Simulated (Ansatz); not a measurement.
**Ligand exchange: C2H7BO + CH8O3Si2 → C2H7BO2 + CH8O2Si2**

Species: C2H7BO `CCBO`, singlet; CH8O3Si2 `C[SiH](O)[SiH](O)O`, singlet; C2H7BO2 `CCB(O)O`, singlet; CH8O2Si2 `C[SiH2][SiH](O)O`, singlet. The partners trade H for OH: B–H and Si–OH bonds give way to B–OH and Si–H.

Shapes, held fixed at every level: PBE0-D4/def2-TZVP. Flexible molecules stand in one conformer, not always the lowest. Programs: Ansatz 0.2.0. Electronic energies: no zero-point or thermal term.

Q: Estimate ΔE of this reaction.

A: The highest level, CCSD(T)/CBS estimate, gives ΔE = -47.6 kJ/mol; the levels span -53.8 to -47.6. The column of differences is taken from that level and isn't an error. No measured value is set beside it here. The CBS estimate extrapolates MP2 from def2-TZVPP and def2-QZVPP and adds CCSD(T) − MP2 in the triple-zeta set, cores frozen.

| level | kind | ΔE (kJ/mol) | less CCSD(T)/CBS estimate |
| --- | --- | --- | --- |
| PBE-D4/def2-TZVPP | GGA | -52.4 | -4.8 |
| B3LYP-D4/def2-TZVPP | global hybrid | -47.6 | 0.0 |
| PBE0-D4/def2-TZVPP | global hybrid | -53.8 | -6.2 |
| wB97M-V/def2-TZVPP | range-separated hybrid | -49.0 | -1.4 |
| CCSD(T)/def2-TZVPP | coupled cluster or CI | -50.7 | -3.1 |
| CCSD/def2-TZVPP | coupled cluster or CI | -50.6 | -3.0 |
| CCSD(T)/CBS estimate | coupled cluster or CI | -47.6 | 0.0 |
